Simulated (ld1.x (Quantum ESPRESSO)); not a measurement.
How hard is this neodymium ultrasoft potential?

neodymium (Nd), ultrasoft, made with ld1.x (Quantum ESPRESSO) 7.5 (PBE, scalar-relativistic). Core [Kr] 4d10, reference 4f4 5s2 5p6 5d0 6s0 6p0 (charge +2). Waves: 5s (bound): rcut 2.10, rcutus 2.30 bohr; 6s (bound, empty): rcut 2.10, rcutus 2.30 bohr; 5p (bound): rcut 2.20, rcutus 2.70 bohr; 6p (bound, empty): rcut 2.20, rcutus 2.70 bohr; 5d (bound, empty): rcut 3.30, rcutus 3.80 bohr; 5d channel at -0.4 Ry: rcut 3.30, rcutus 3.80 bohr; 4f (bound): rcut 0.90, rcutus 1.20 bohr; 4f channel at 1.55 Ry: rcut 0.90, rcutus 1.20 bohr. Local part: all-electron potential smoothed inside 3.05 bohr (lloc = -2). Core correction: Bessel-smoothed model core, default radius (core density twice the valence density). Augmentation charge: PSQ, radius 1.00 bohr.

The pseudo-atom Hamiltonian at the reference potential is diagonalised in spherical Bessel functions j_l(qr) that vanish at 20 bohr, with q² up to the cutoff. All-electron valence levels (Ry): 5s -3.9270, 6s -0.9845, 5p -2.5711, 6p -0.7075, 5d -0.9973, 4f -1.0712.

**Question.** How do the lowest levels (Ry) of each channel move with the cutoff, and are there ghosts?

**Answer.**

| cutoff (Ry) | s #1 | s #2 | s #3 | p #1 | p #2 | d #1 | f #1 | Σ f·Δε (mRy) |
| --- | --- | --- | --- | --- | --- | --- | --- | --- |
| 8 | -3.9205 | -0.9677 | -0.4068 | -2.5637 | -0.6669 | -0.9971 | -0.3076 | 3112.0 |
| 12 | -3.9267 | -0.9808 | -0.4109 | -2.5708 | -0.6890 | -0.9972 | -0.3118 | 3040.6 |
| 21 | -3.9270 | -0.9844 | -0.4120 | -2.5711 | -0.7071 | -0.9973 | -0.3211 | 3000.8 |
| 30 | -3.9270 | -0.9845 | -0.4120 | -2.5711 | -0.7074 | -0.9973 | -0.3393 | 2927.9 |
| 40 | -3.9270 | -0.9845 | -0.4120 | -2.5711 | -0.7074 | -0.9973 | -0.4105 | 2643.1 |
| 50 | -3.9270 | -0.9845 | -0.4120 | -2.5711 | -0.7075 | -0.9973 | -0.6649 | 1625.4 |
| 70 | -3.9270 | -0.9845 | -0.4120 | -2.5711 | -0.7075 | -0.9973 | -1.0061 | 260.6 |
| 90 | -3.9270 | -0.9845 | -0.4120 | -2.5711 | -0.7075 | -0.9973 | -1.0669 | 17.4 |
| 110 | -3.9270 | -0.9845 | -0.4120 | -2.5711 | -0.7075 | -0.9973 | -1.0694 | 7.5 |
| 160 | -3.9270 | -0.9845 | -0.4120 | -2.5711 | -0.7075 | -0.9973 | -1.0711 | 0.8 |
| 200 | -3.9270 | -0.9845 | -0.4120 | -2.5711 | -0.7075 | -0.9973 | -1.0712 | 0.5 |
| 400 | -3.9270 | -0.9845 | -0.4120 | -2.5711 | -0.7075 | -0.9973 | -1.0713 | 0.0 |

Result: no extra level below or beside the all-electron valence levels (s, p, d, f tested); 10 mRy is reached at 100 Ry and 1 mRy at 160 Ry.

Test run stopped at test 3 of 7 (negative rho).
